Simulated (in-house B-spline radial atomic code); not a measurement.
RPA and G0W0 on CAM-B3LYP: O⁵⁺

Configuration [He] 2s1, highest spin, mean-field start CAM-B3LYP. Computed with a B-spline radial code for spherical atoms: all electrons, non-relativistic, point nucleus, each spin shell either full or empty, empty states to l = 9 with an (l + 1/2)⁻⁴ tail; G0W0 by contour deformation at full frequency.

Command:
```bash
python run_gw.py task.json out
```
Settings (radii: box in bohr, nucleus in fm):
```
Z                        8
electrons                3
configuration            [He] 2s1
hamiltonian              nr
method                   camb3lyp
lmax                     9
spin_polarised           True
box_radius               10.43
intervals                44
ion_configuration        1s2
```

Run time, properties included: 1.5 s on 1 thread of Arm Neoverse N1 (shared host).

Energies (hartree):

```json
{"term": "mean-field total", "value": "-64.20765"}
{"term": "Hartree-Fock functional on these orbitals", "value": "-64.17676"}
{"term": "direct second order", "value": "-0.14983"}
{"term": "second-order exchange", "value": "0.098541"}
{"term": "SOSEX correction", "value": "0.087492"}
```

What is the RPA correlation energy, and what remains with SOSEX?

RPA gives -0.13674 hartree (-1.24 eV per electron); RPA + SOSEX gives -0.049252, and the second-order doubles -0.051288 hartree (no singles). SOSEX takes back 64 % of the RPA value.

Quasi-particle levels (eV):

```csv
level,occupied,mean field,Σx - vxc,Σc,QP weight,G0W0
2s up,yes,-132.24,-5.66,?,?,?
1s down,yes,-665.79,-35.19,2.96,0.963,-698.02
1s up,yes,-667.66,-36.93,3.04,0.933,-701.56
2s down,no,-118.01,7.48,-3.09,0.933,-113.63
```

G0W0 = mean field + (Σx - vxc) + Σc, with Σc (partial-wave tail included) taken at the quasi-particle energy.

Where does G0W0 put 2s up?

At -139.59 eV, with Σc = -1.68 eV and a quasi-particle weight of 0.970. The tabulated removal energy is 138.119 ± 0.0021 eV (NIST, semi-empirical).

What does it cost to remove one electron (to 1s2) by differences of total energies, each species on its own start (correlation terms add to the Hartree-Fock functional)?

CAM-B3LYP 138.81 eV, Hartree-Fock functional 137.87 eV, + RPA 139.15 eV, + RPA + SOSEX 137.99 eV, + second order 138.01 eV. Tabulated: 138.119 ± 0.0021 eV (NIST, semi-empirical).
